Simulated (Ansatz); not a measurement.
Question: Name a neutral molecule of F, Ge, O, Si and H with HOMO energy (PBE0/def2-TZVPP) between -8.85 and -8.55 eV and LUMO energy (ωB97M-V/def2-TZVPP) between 1.35 and 1.65 eV (Ansatz, PBE0-D4/def2-TZVP geometry).

Answer: `[OH][GeH]([F])[SiH3]` (-8.56 eV, 1.45 eV). Other molecules can fit too; these were computed, each in one conformer that needn't be the lowest.
